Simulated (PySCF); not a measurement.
**Polarisability and C₆ of W (tungsten, neutral)**

[Xe] 4f14 5d4 6s2, high-spin 5D determinant. Calculation: PySCF 2.14, in aug-cc-pwCVDZ-PP with ECP60MDF (6s6p5d3f, 70 functions); a scalar-relativistic core potential. Coupled (time-dependent) response in atomic units; α is the mean over directions. A double-zeta set is small for polarisabilities.

```
method  mean α (bohr³)         α xx, yy, zz  C₆ (like pair)  S(−4)
   UHF           101.2  108.4, 108.4, 86.71            1238   9258
   PBE           70.55  72.89, 72.89, 65.85           842.8   2057
  PBE0           73.70  76.37, 76.37, 68.38           890.3   2315
   M06           59.29  59.53, 59.53, 58.81           656.0   1371
```

S(−4) is the Cauchy moment in α(ω) = α(0) + S(−4) ω² + …

Reference α: 68 ± 15 bohr³ (recommended; Schwerdtfeger and Nagle, table of static dipole polarizabilities (2023 update)). Published C₆: 757.0 (Gould and Bucko (2016)).

Spin-orbit coupling is absent.

Hartree-Fock lies above the reference because it lacks correlation, which contracts the outer shell.

α(iu) at M06:

```
u (hartree)  α(iu) (bohr³)
          0          59.29
     0.0500          56.09
      0.100          48.63
      0.200          33.39
      0.300          23.60
      0.500          14.01
      0.750          8.822
       1.00          6.184
       1.50          3.599
       2.00          2.375
       3.00          1.255
       5.00         0.5170
```

The components differ because the open shell of this determinant is not spherical; for a pure term their mean is the scalar polarisability.

Energies and moments cover only the electrons outside the core potential. Spin-orbit coupling, absent here, splits the open shell strongly.
